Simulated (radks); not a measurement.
The nuclear charge of the holmium ion Ho2+ is varied continuously with 65 electrons held in [Xe] 4f11. All-electron calculation, Dirac Kohn-Sham, PBE, spin-unpolarised, spherical densities, point nucleus; open shells are shared between the two j in proportion to 2j + 1. Program: a radial shooting solver on a logarithmic mesh with Libxc functionals. By the Hellmann-Feynman theorem dE/dZ = E(electron-nucleus)/Z, the electronic potential at the nucleus.

| Z | E (hartree) | E(electron-nucleus)/Z (hartree) | HOMO | e(HOMO) (eV) | <r> HOMO (bohr) |
|---|---|---|---|---|---|
| 66.6 | -12442.5963 | -460.906 | 4f7/2 | -10.699 | 0.8969 |
| 66.8 | -12534.9861 | -462.991 | 4f7/2 | -13.669 | 0.8727 |
| 67 | -12627.7928 | -465.076 | 4f7/2 | -16.827 | 0.8516 |
| 67.2 | -12721.0165 | -467.161 | 4f7/2 | -20.151 | 0.8329 |
| 67.4 | -12814.6571 | -469.246 | 4f7/2 | -23.627 | 0.8159 |
| 67.6 | -12908.7149 | -471.332 | 4f7/2 | -27.246 | 0.8004 |
| 67.8 | -13003.1901 | -473.420 | 4f7/2 | -30.998 | 0.7861 |
| 68 | -13098.0829 | -475.509 | 4f7/2 | -34.877 | 0.7727 |

The central difference of E at Z = 67 is -465.076 hartree, to compare with the third column; the second derivative is -10.4 hartree.
